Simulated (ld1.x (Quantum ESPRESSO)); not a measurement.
## Configuration tests for Hg (Z = 80) (TM)

| Quantity | Value |
| --- | --- |
| Element | mercury |
| Generator | ld1.x (Quantum ESPRESSO) 7.5 |
| Type | norm-conserving Troullier–Martins (Kleinman–Bylander form) |
| Functional | PBE |
| Relativity | non-relativistic |
| Frozen core | [Kr] 4d10 4f14 5s2 |
| Valence charge | 18 |
| Reference configuration | 5p6 5d10 6s2 6p0 |
| Partial waves | 5p (bound): rc 1.70 bohr; 5d (bound): rc 2.25 bohr; 6s (bound): rc 1.85 bohr |
| Local potential | the s channel |
| Core correction | Bessel-smoothed model core inside 1.70 bohr |

Energies are relative to the spin-unpolarised reference configuration 5p6 5d10 6s2 6p0; without spin polarisation the order of configurations can differ from experiment.

(1) Give the all-electron excitation energy and the error of the potential for: 5p6 5d10 6s1 6p0; 5p6 5d10 6s0 6p0; 5p6 5d9 6s0 6p0; 5p6 5d10 6s0 6p2; 5p6 5d9 6s2 6p1; 5p6 5d8 6s0 6p0; 5p6 5d9 6s2 6p0.

## Answers

(1)

```
valence configuration  charge  ΔE all-electron (eV)  error AE − PS (meV)
     5p6 5d10 6s1 6p0      +1                 8.672                 +0.4
     5p6 5d10 6s0 6p0      +2                24.675                  -13
      5p6 5d9 6s0 6p0      +3                61.144                 -101
     5p6 5d10 6s0 6p2       0                 8.479                -1347
      5p6 5d9 6s2 6p1       0                12.578                 -785
      5p6 5d8 6s0 6p0      +4               112.072                 -379
      5p6 5d9 6s2 6p0      +1                17.863                  +13
```
